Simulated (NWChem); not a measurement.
AgH2OCl; SMILES [Cl][Ag]<-[OH2]

Results from NWChem. The geometry was optimised at PBE0/def2-SVP. def2 effective core potentials on Ag; no spin-orbit coupling. Ions are spin-unrestricted doublets at the neutral geometry; other ion states weren't tried. Functional: LC-ωPBE (HJS hole) with def2-SVP; rows give the range parameter ω in 1/bohr.

| range parameter (1/bohr) | vertical ionisation energy, ΔSCF (eV) | −ε(HOMO) (eV) | ΔSCF minus −ε(HOMO) (eV) |
|---|---|---|---|
| 0.15 | 9.17 | 7.47 | 1.70 |
| 0.30 | 9.27 | 8.77 | 0.50 |
| 0.50 | 9.31 | 9.71 | -0.40 |
| 0.60 | 9.31 | 9.99 | -0.68 |
| 0.80 | ___ | ___ | ___ |

**Question.** What belongs in the gaps?

**Answer.** 
- 0.80, vertical ionisation energy, ΔSCF (eV): 9.30
- 0.80, −ε(HOMO) (eV): 10.31
- 0.80, ΔSCF minus −ε(HOMO) (eV): -1.01
